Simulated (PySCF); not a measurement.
**From computed data to an observable: chemical shift, span and skew from a shielding tensor**

CH₈FNOSi₂, SMILES O[SiH2]N[SiH2]CF. Atoms are numbered in the order given.

```xyz
14

O      2.3890     1.0943     1.4255
Si     2.0051    -0.1698     0.4067
N      0.4396    -0.0074    -0.3287
Si    -0.9901    -0.9915    -0.1900
C     -2.4698     0.2033    -0.2493
F     -2.2976     1.0093    -1.3822
H      1.7798     1.2626     2.1543
H      3.0915    -0.1374    -0.6027
H      1.9580    -1.4744     1.1274
H      0.3301     0.7582    -0.9951
H     -0.9625    -1.7305     1.1041
H     -1.1531    -1.9696    -1.3063
H     -2.5015     0.8566     0.6413
H     -3.4438    -0.3124    -0.3247
```
Charge 0, spin multiplicity 1.

The structure is a stationary point at B3LYP-D3(BJ)/def2-SVP. The structure was generated by enumeration, and PubChem lists no compound with its InChIKey, so it may never have been made. Other conformers were not sampled.

GIAO shieldings from PySCF with HF/pcSseg-1, non-relativistic, no solvent. The symmetric part of the tensor of C5 has the principal values 78.0, 99.0, 176.4 ppm. The same nucleus in TMS has σ = 192.6 ppm at this level (PySCF, at its B3LYP-D3(BJ)/def2-TZVP geometry).

Work out the isotropic shielding, the ¹³C shift against TMS, the span and the skew.


σ(iso) = (σ11 + σ22 + σ33)/3 = 117.8 ppm. δ = σ(ref) − σ(iso) = 192.6 − (117.8) = 74.8 ppm.
Span Ω = σ33 − σ11 = 98.4 ppm. Skew κ = 3(σ(iso) − σ22)/Ω = 0.57. Tumbling in solution averages the tensor to δ; in a static solid the shielding alone would spread this spin-1/2 line over Ω.
